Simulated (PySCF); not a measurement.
B(OH)2(OSiH3) (BH₅O₃Si), SMILES [SiH3]OB(O)O. Heavy atoms are numbered as in [B:1]([OH:2])([OH:4])[O:6][SiH3:7]. Hydrogens are named by the atom that carries them.

Geometry optimised at B3LYP-D3(BJ)/def2-SVP. One conformer was computed; it need not be the lowest.

Computed with PBE0/pcSseg-1 run with PySCF.

GIAO shieldings, no solvent; atoms alike by connectivity are averaged. δ = σ(ref) − σ: ¹¹B against BF3 (σ = 88.8 ppm); ¹⁷O against H2O (σ = 334.2 ppm); ¹H against TMS (σ = 31.56 ppm); ²⁹Si against TMS (σ = 352.7 ppm), references at their B3LYP-D3(BJ)/def2-TZVP geometries, non-relativistic.

```
nucleus       atoms  count  δ (ppm)
-------  ----------  -----  -------
¹¹B              B1      1      5.7
¹⁷O         O2 (OH)      2     91.0
¹⁷O              O6      1     58.2
¹H         H on Si7      3     5.19
¹H          H on O2      2     2.69
²⁹Si     Si7 (SiH3)      1    -34.6
```
